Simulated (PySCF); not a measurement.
A side-by-side comparison of computed properties.

First species: C4H10GeO.
Cartesian coordinates in Å at the PBE0-D3(BJ)/def2-SVP level; atoms count from 1:
```
atom  x, y, z in Å
C1     2.1861    0.1816    0.7306
O2     0.9447   -0.4477    0.7566
C3     0.1890   -0.2427   -0.4029
C4    -1.1700   -0.9469   -0.2535
C5    -2.0751    0.1496    0.3519
Ge6   -0.8122    1.5066   -0.3399
H7     2.8239   -0.1973   -0.0930
H8     2.6900   -0.0190    1.6864
H9     2.0895    1.2792    0.6041
H10    0.7634   -0.5265   -1.3058
H11   -1.5346   -1.2369   -1.2522
H12   -1.0817   -1.8689    0.3463
H13   -2.0625    0.1373    1.4516
H14   -3.1190    0.1560    0.0103
H15   -0.3068    2.6057    0.6168
H16   -1.2051    2.1269   -1.6975
```

Second species: Cyclobutane, C4H8.
SMILES: `C1CCC1`

Levels: CAM-B3LYP/def2-SVPD for dipole moment, HOMO energy, LUMO energy, HOMO–LUMO gap, static isotropic polarisability and electronic spatial extent ⟨r²⟩ about the centre of nuclear charge; TDDFT CAM-B3LYP/def2-SVPD for lowest singlet excitation; TDA CAM-B3LYP/def2-SVPD for lowest triplet excitation (Tamm–Dancoff); ΔSCF CAM-B3LYP/def2-SVPD for vertical ionisation energy. Geometries: PBE0-D3(BJ)/def2-SVP. All species are isolated and taken at one optimised geometry, non-relativistic unless stated; the electronic structure was computed with PySCF and density fitting.

The conformers computed, where there is a choice (atom-mapped SMILES and torsion angles):
- `[CH3:1][O:2][C@H:3]1[CH2:4][CH2:5][GeH2:6]1`: C1–O2–C3–C4 -179°

```csv
property,column X,column Y
dipole moment,0.86 D,0.00 D
HOMO energy,-8.02 eV,-10.06 eV
LUMO energy,1.03 eV,1.55 eV
HOMO–LUMO gap,9.05 eV,11.61 eV
lowest singlet excitation,6.09 eV,8.48 eV
lowest triplet excitation (Tamm–Dancoff),5.41 eV,8.26 eV
static isotropic polarisability,83.8 au,47.3 au
vertical ionisation energy,8.72 eV,11.01 eV
electronic spatial extent ⟨r²⟩ about the centre of nuclear charge,908 bohr²,268 bohr²
```

Problem. Which column belongs to which species?

Solution. Column X is the first species and column Y the second. The first has 16 atoms and 74 electrons, the second 12 and 32.

Problem. How does each property change from the first species to the second?

Solution. dipole moment -0.86 D; HOMO energy -2.04 eV; LUMO energy +0.52 eV; HOMO–LUMO gap +2.56 eV; lowest singlet excitation +2.39 eV; lowest triplet excitation (Tamm–Dancoff) +2.85 eV; static isotropic polarisability -36.5 au; vertical ionisation energy +2.29 eV; electronic spatial extent ⟨r²⟩ about the centre of nuclear charge -640 bohr².

On the first: The ΔSCF ionisation energy exceeds −ε(HOMO) by 0.70 eV with CAM-B3LYP. The 10 singlets span 6.09 to 7.94 eV, and their oscillator strengths add up to 0.44. The calculation is non-relativistic and has no spin–orbit coupling, an omission that weighs most on germanium.

On the second: The polarisability is 7.00 Å³ as a volume (1 au = 0.148185 Å³), or 1.48 au for each of the 32 electrons. The 10 singlets span 8.48 to 9.27 eV, and their oscillator strengths add up to 0.07.
